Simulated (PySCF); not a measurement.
## Worked example: oscillator strength and radiative lifetime

tert-butanol (C4H10O), SMILES CC(C)(C)O.

Coordinates come from a PBE0-D3(BJ)/def2-SVP optimisation. The values are those of a single conformer.

TDDFT-PBE/def2-SVPD run with PySCF puts the first singlet state with f over 0.02 at 5.98 eV (vertical), with the transition dipole (0.000, 0.000, 0.403) in atomic units.

Task: Find the oscillator strength, the wavelength and the radiative lifetime that this transition would have in vacuum if emission retraced absorption.

Result: 
|μ|² = 0.1624 au, so |μ| = 1.02 D. ΔE = 5.98/27.211 = 0.2198 hartree. f = (2/3) ΔE |μ|² = 0.024 (the program prints 0.024).
λ = 1239.84/5.98 = 207 nm; ν = 48232 cm⁻¹.
Einstein's coefficient A = 0.6670 ν² f s⁻¹ (ν in cm⁻¹) = 3.7e7 s⁻¹, so τ = 1/A = 27 ns. This state is S1. The figure is the radiative limit of this one transition; relaxation, internal conversion, crossing to triplets and a medium change what is measured.
